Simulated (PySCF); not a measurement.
**How methods differ on the ionisation energy of Hg**

Hg [Xe] 4f14 5d10 6s2 (1S) → Hg+ [Xe] 4f14 5d10 6s1 (2S), as a difference of total energies. Computed with PySCF 2.14 in x2c-TZVPPall (11s7p7d3f1g, 97 functions), with scalar relativity by spin-free X2C-1e. Correlated levels: valence and next inner shell: [Kr] 4d10 4f14 frozen. The calculations carry no spin-orbit coupling.

```tsv
method	ionisation energy (eV)
UHF	8.521
MP2 (valence and next inner shell)	10.437
SCS-MP2 (valence and next inner shell)	10.319
CCSD (valence and next inner shell)	10.100
CCSD(T) (valence and next inner shell)	10.240
```

Errors of the correlated levels include the incompleteness of this basis and the frozen core.

Which method comes closest to the reference value, and which is furthest?

The reference is 10.438 eV (measured; NIST Atomic Spectra Database, ionization energies). Closest: MP2 (valence and next inner shell) (error -0.001 eV); furthest: UHF (error -1.917 eV).
